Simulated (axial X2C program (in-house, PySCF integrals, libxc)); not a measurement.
# Spectroscopic constants of SnC⁺

All values were computed with an in-house relativistic program for diatomic molecules. Spin-free means the one-electron spin-free X2C Hamiltonian; two-component (2c) means X2C with spin–orbit coupling and atomic mean-field two-electron Coulomb and Gaunt terms, so the difference of the two also holds small scalar two-electron terms. Basis: Sn dyall-cv3z [11s12p9d4f1g], C dyall-v3z [7s6p2d1f] (cores contracted in-house); Gaussian nuclei, density fitting, unrestricted open shells. Masses: Sn 119.902 u, C 12.000 u.

The run was started with this input:
```json
{"zs": [50, 6], "q": 1, "bas": ["dyall-cv3z", "dyall-v3z"], "levels": ["PBE0", "HF", "M06"], "cc": true, "r0": 1.97, "thr": -1.0, "nmax": 90, "npts": 10, "nst": 2, "ntry": 6}
```
```bash
python so2c.py task.json out
```

Keys: zs atomic numbers; q charge; bas basis sets; levels methods; cc coupled cluster on or off; r0 starting distance in Å; thr threshold in hartree for freezing inner shells (an s shell follows its p shell); nmax most natural virtual spinors; npts points on the curve; nst determinants followed; ntry starts of the search. HF also brings MP2.

State, spin-free: M_S = 3/2, Λ = 0 (beyond evenly filled blocks: σα, π+α, π-α); electrons by block: σα: 13, σβ: 12, π+α: 6, π+β: 5, π-α: 6, π-β: 5, δ+α: 2, δ+β: 2, δ-α: 2, δ-β: 2. Fragments: Sn+ + C.

State, 2c: Ω = 3/2 (⟨Sz⟩ = 1.49, ⟨Lz⟩ = 0.01 at PBE0); electrons by block: 1/2: 18, -1/2: 18, 3/2: 8, -3/2: 7, 5/2: 2, -5/2: 2. Fragments: Sn+ + C.

| Hamiltonian | level | Re (Å) | ωe (cm⁻¹) | ωexe (cm⁻¹) | De (eV) | k (mdyn/Å) | μ (D) |
| --- | --- | --- | --- | --- | --- | --- | --- |
| spin-free | PBE0 | 2.108 | 607.8 | 3.16 | 2.85 | 2.37 | -0.71 |
| spin-free | HF | 2.086 | 666.0 | 3.22 | 1.71 | 2.85 | -0.89 |
| spin-free | MP2 | 2.108 | 638.3 | n/a | 2.46 | 2.62 | n/a |
| spin-free | CCSD | 2.112 | 624.7 | 3.09 | 2.35 | 2.51 | n/a |
| spin-free | CCSD(T) | 2.121 | 609.3 | 3.08 | 2.47 | 2.39 | n/a |
| spin-free | M06 | 2.120 | 599.8 | 3.01 | 2.83 | 2.31 | -0.80 |
| 2c | PBE0 | 2.108 | 605.4 | 3.22 | n/a | 2.36 | -0.70 |

Correlated methods: 7 electrons correlated (number of frozen shells: Sn 4 s, 3 p, 2 d; C 1 s), 237 virtual spin orbitals or spinors in MP2, 89 natural virtuals in coupled cluster.

Dipoles are positive if C is the positive end and refer to the centre of mass.

The state is one determinant whose occupation by symmetry is held fixed; it was picked as the lowest of a PBE0 search that is not exhaustive. De is counted from the lowest determinant-based energies of the atoms at the same level, without counterpoise correction. De is not given where an atomic determinant may have missed its ground term or J level, or where the truncated virtual space spoils (T). Density functionals use the spin component along the axis (collinear). Coupled cluster ran in a truncated set of natural virtual spinors; the MP2 energy of the rest was added. (T) has no such correction and the atoms are truncated less, which lowers De at CCSD(T) by a hundredth of an eV or more. The functionals have no current-density term, which raises determinants with orbital currents, atoms included. With several unpaired electrons one determinant need not be a pure state. This is the top spin component of a Σ state; components of lower Ω are not single determinants and can lie lower. The T1 diagnostic is large, a sign of multireference character. With the outer-core shells frozen, correlated bond lengths of heavy atoms tend to come out a few hundredths of an ångström too long.

No reliable constants came from CCSD (2c), CCSD(T) (2c), HF (2c), M06 (2c), MP2 (2c): no minimum in range, unconverged points, a curve that is not smooth, a change of character along it, or the two Hamiltonians disagreeing along it.

Rough cost a point (2c) on 1 thread(s) of a shared host, integrals apart: PBE0 0.6 s.

The whole task took 2.2 min on 1 thread of Intel(R) Xeon(R) Processor @ 2.30GHz, on a shared host.
